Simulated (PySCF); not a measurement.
**Ge²⁺: excitation energy**

Ge²⁺ [Ar] 3d10 4s2 (1S) → Ge²⁺ [Ar] 3d10 4s1 4d1 (3D), as a difference of total energies. Computed with PySCF 2.14 in aug-cc-pVDZ-PP with ECP10MDF (5s4p3d, 32 functions), with a scalar-relativistic core potential. Correlated levels: valence: 3s2 3p6 3d10 frozen. The calculations carry no spin-orbit coupling.

```tsv
method	excitation energy (eV)
UHF	18.803
MP2 (valence)	19.462
SCS-MP2 (valence)	19.624
CCSD (valence)	19.767
```

How much does correlation contribute at MP2 (valence)?

19.462 − (18.803) = 0.659 eV, measured against UHF.

The promoted electron is Rydberg-like, and one or two diffuse shells describe it only roughly, which tends to raise the upper state.

With two correlated electrons CCSD is exact in that space.
